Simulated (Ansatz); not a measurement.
A CCSD(T) single point on H5InN2S, SMILES `[NH2][In]([NH2])[SH]`.

```yaml
crystal:
  periodic: [false, false, false]
  atoms:
    - {symbol: N, position_ang: [-0.794906, 1.335341, 0.900584]}
    - {symbol: In, position_ang: [0.212373, -0.087915, -0.122266]}
    - {symbol: N, position_ang: [-0.625642, -1.887787, -0.487067]}
    - {symbol: S, position_ang: [2.419274, 0.329086, -0.922235]}
    - {symbol: H, position_ang: [-1.803073, 1.275469, 0.866076]}
    - {symbol: H, position_ang: [-0.523540, 2.291210, 0.719392]}
    - {symbol: H, position_ang: [0.012584, -2.651753, -0.657022]}
    - {symbol: H, position_ang: [-1.332635, -2.194947, 0.165757]}
    - {symbol: H, position_ang: [2.435546, 1.591296, -0.463238]}
basis:
  gaussian: {orbitals: def2-TZVPP}
correlation: {method: ccsd_t}
output: {orbitals: {seedname: orbitals}}
```

```sh
$ ansatz run in.yaml --threads 4 --pin off --events-out ev --progress --plain --max-ram 10444MiB
```

Log, shortened:

```
Functional definition: HF
  name "HF"
  cite "Fock, Z. Phys. 61, 126 (1930) doi:10.1007/BF01340294"
  parent pbe
  exchange = exact_x
  correlation = 0
1491 factors; integrals over basis functions are off by at most 1.1e-3 eV
mean field evaluation 1: about -19006.1183 eV, gradient 5.1e1 eV
mean field evaluation 2: about -19006.1843 eV, gradient 5.1e1 eV
mean field evaluation 4: about -19011.5444 eV, gradient 3.3e0 eV
mean field evaluation 8: about -19011.6023 eV, gradient 2.7e-1 eV
mean field evaluation 16: about -19011.6028 eV, gradient 1.4e-6 eV
mean field -19011.60280153 eV, -698.6635164290 hartree, gradient 1.4e-6 eV, S^2 0.000000; 0 other end points of the search recorded, 0 dependent functions left out
11 core orbitals not correlated: weight in the atoms' cores, before any rotation towards them, 1.000 or more for the frozen orbitals, at most 0.000 for the correlated occupied ones
reference -19011.60280153 eV, -698.6635164290 hartree; 17, 17 occupied and 196, 196 virtual orbitals, 1491 factors
second order -24.56528662 eV of doubles, -0.00000000 eV of singles
cycle   1  -24.50251817 eV  change    6.3e-2 eV  update   1.1e-1
cycle   2  -25.07232976 eV  change   -5.7e-1 eV  update   3.3e-2
cycle   3  -25.20103627 eV  change   -1.3e-1 eV  update   1.9e-2
cycle   4  -25.18979005 eV  change    1.1e-2 eV  update   5.5e-3
cycle   5  -25.18684739 eV  change    2.9e-3 eV  update   2.8e-3
cycle   6  -25.18762949 eV  change   -7.8e-4 eV  update   9.7e-4
cycle   7  -25.18724458 eV  change    3.8e-4 eV  update   4.4e-4
cycle   8  -25.18722442 eV  change    2.0e-5 eV  update   1.5e-4
cycle   9  -25.18730977 eV  change   -8.5e-5 eV  update   6.6e-5
cycle  10  -25.18729461 eV  change    1.5e-5 eV  update   2.4e-5
perturbative correction -0.98825172 eV, -0.0363175808 hartree
Total energy: -19037.77834785 eV, -699.6254500140 hartree
```

Run time 77 s (4 threads of a server CPU on a shared host); peak host memory 3.9 GiB.

The correlation energy is -26.176 eV, 3.8 % of it from (T); the T1 diagnostic reads 0.0141.
